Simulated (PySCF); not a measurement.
1-chloro-3-methylbuta-1,2-diene (C5H7Cl), SMILES CC(C)=C=CCl. The structure is a stationary point at PBE-D3(BJ)/def2-SVP.

Computed equilibrium geometry at PBE-D3(BJ)/def2-SVP (PySCF confirms it by a frequency run) as Cartesian coordinates in Å, and its point group:
point group Cs.
```xyz
13

C     -2.1818     0.1694    -1.2867
C     -1.4194    -0.0509     0.0000
C     -2.1818     0.1694     1.2867
C     -0.1464    -0.4207     0.0000
C      1.1157    -0.7890     0.0000
Cl     2.4594     0.3514     0.0000
H     -2.5680     1.2106    -1.3314
H     -1.5544    -0.0119    -2.1785
H     -3.0670    -0.5010    -1.3324
H     -1.5544    -0.0119     2.1785
H     -3.0670    -0.5010     1.3324
H     -2.5680     1.2106     1.3314
H      1.4520    -1.8386     0.0000
```
